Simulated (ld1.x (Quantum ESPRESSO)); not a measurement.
# Transferability test, TM potential for P

P, norm-conserving Troullier–Martins (Kleinman–Bylander form), made with ld1.x (Quantum ESPRESSO) 7.5 (PBE, scalar-relativistic). Core [Ne], reference 3s2 3p0 (charge +3). Waves: 3p (bound, empty): rc 1.20 bohr; 3s (bound): rc 1.50 bohr. Local part: the s channel. Core correction: a·sin(br)/r model core, default radius (core density twice the valence density).

Energies are relative to the spin-unpolarised reference configuration 3s2 3p0; without spin polarisation the order of configurations can differ from experiment. The frozen-core shift is the all-electron ΔE with the core orbitals held at their reference shape minus the fully relaxed ΔE.

Give the all-electron excitation energy and the error of the potential for: 3s2 3p3; 3s2 3p2; 3s2 3p1; 3s2 3p3.3; 3s0 3p5; 3s1 3p3; 3s1 3p0.

| valence configuration | charge | ΔE all-electron (eV) | error AE − PS (meV) | frozen-core shift (meV) |
| --- | --- | --- | --- | --- |
| 3s2 3p3 | 0 | -58.616 | +94 | +36 |
| 3s2 3p2 | +1 | -48.886 | +58 | +26 |
| 3s2 3p1 | +2 | -29.739 | +19 | +9.9 |
| 3s2 3p3.3 | -0.3 | -59.922 | +102 | +37 |
| 3s0 3p5 | 0 | -41.415 | +82 | +24 |
| 3s1 3p3 | +1 | -39.766 | +52 | +21 |
| 3s1 3p0 | +4 | 52.005 | +34 | +29 |

Levels in the configuration 3s2 3p2:

```
level  all-electron (eV)  pseudo (eV)
   3s            -23.287      -23.335
   3p            -14.215      -14.256
```
